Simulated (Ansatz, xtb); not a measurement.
## CH3F2GaS: where a starting geometry ends

The starting geometry of this gas-phase singlet was built from a drawn formula by distance geometry; its bonds are those of `F[C](F)(S)[GaH2]`.

```xyz
8

C    -0.3112   -0.2538   -1.2211
F    -1.4369   -1.0503   -1.4592
F    -0.3967    0.8391   -2.0102
Ga   -0.3062    0.3455    0.5986
S     1.1056   -1.2996   -1.7088
H     1.2246   -1.0465   -3.1245
H     0.2900    1.8198    0.6734
H    -1.6834    0.1309    1.2459
```

Problem. Predict what it relaxes into with r2SCAN-D4/def2-SVP.

Solution. It keeps its bonds, and is `F[C](F)(S)[GaH2]`.

The energy falls by 0.87 eV over 30 steps:

```json
{"step": "1", "E − E(last) (eV)": "0.871"}
{"step": "4", "E − E(last) (eV)": "0.071"}
{"step": "7", "E − E(last) (eV)": "0.028"}
{"step": "11", "E − E(last) (eV)": "0.008"}
{"step": "14", "E − E(last) (eV)": "0.006"}
{"step": "17", "E − E(last) (eV)": "0.003"}
{"step": "20", "E − E(last) (eV)": "0.001"}
{"step": "24", "E − E(last) (eV)": "0.000"}
{"step": "27", "E − E(last) (eV)": "0.000"}
{"step": "30", "E − E(last) (eV)": "0.000"}
```

Final geometry (Å):

```tsv
atom	x (Å)	y (Å)	z (Å)
C	-0.3427	-0.2685	-1.3299
F	-1.0417	-1.4529	-1.3308
F	-0.9876	0.5250	-2.2494
Ga	-0.4788	0.5788	0.4925
S	1.3744	-0.5480	-1.8277
H	1.0723	-1.1060	-3.0268
H	0.8228	0.9239	1.2757
H	-1.9327	0.8327	0.9905
```

From the same start GFN2-xTB ends elsewhere, differing in C1–F3 (2.54 against 1.38 Å here), F3–Ga4 (1.77 against 2.79 Å here).

The end wasn't checked by frequencies. Run with Ansatz 0.2.0, 100 s on 2 threads of Arm Neoverse V1 (shared host).
